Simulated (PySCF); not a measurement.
Electron correlation in N (nitrogen, neutral)

[He] 2s2 2p3, high-spin 4S determinant. All numbers are calculated (PySCF 2.14, scalar relativity by spin-free X2C-1e, in cc-pVTZ-DK (4s3p2d1f, 30 functions)). Frozen: 1s2; 5 electrons correlated.

MP2 pair energies summed by pair of shells (mhartree):

```csv
pair,energy,share (%)
2s-2p,-61.97,64.6
2p-2p,-23.19,24.2
2s-2s,-10.82,11.3
```

Total MP2 correlation energy: -95.97 mhartree.

Same-spin part -29.36 and opposite-spin part -66.61 mhartree; SCS-MP2 scales them by 1/3 and 6/5 to -89.72 mhartree.

```
  level  correlation energy (mhartree)
   CCSD                        -111.79
    (T)                          -2.28
CCSD(T)                        -114.07
```

Diagnostics: T1 = 0.0053, D1 = 0.0128, largest double amplitude 0.040.

Cost of the coupled-cluster step: 0.24 s of wall time on 1 thread of Neoverse-V2 (shared host), for 5 correlated electrons.

Iterations:

```
CC2 = 0
CCSD nocc = (np.int64(4), np.int64(1)), nmo = (29, 29)
frozen orbitals [[0], [0]]
max_cycle = 100
direct = 0
conv_tol = 1e-08
conv_tol_normt = 1e-06
diis_space = 8
diis_start_cycle = 0
Init t2, MP2 energy = -0.0959744861319441
Init E_corr(UCCSD) = -0.0959744861648493
cycle = 1  E_corr(UCCSD) = -0.10831524448348  dE = -0.0123407583  norm(t1,t2) = 0.0293733
cycle = 2  E_corr(UCCSD) = -0.110697859770368  dE = -0.00238261529  norm(t1,t2) = 0.00995706
cycle = 3  E_corr(UCCSD) = -0.111825732956154  dE = -0.00112787319  norm(t1,t2) = 0.00425299
cycle = 4  E_corr(UCCSD) = -0.111778974528984  dE = 4.67584272e-05  norm(t1,t2) = 0.000673829
cycle = 5  E_corr(UCCSD) = -0.111785637748168  dE = -6.66321918e-06  norm(t1,t2) = 0.000151185
cycle = 6  E_corr(UCCSD) = -0.111786238490361  dE = -6.00742193e-07  norm(t1,t2) = 2.31508e-05
cycle = 7  E_corr(UCCSD) = -0.111786254615798  dE = -1.61254364e-08  norm(t1,t2) = 3.86252e-06
cycle = 8  E_corr(UCCSD) = -0.111786247427965  dE = 7.18783269e-09  norm(t1,t2) = 6.2664e-07
UCCSD converged
E(UCCSD) = -54.54167270229645  E_corr = -0.111786247427965
UCCSD(T) correction = -0.00227653936706706
```
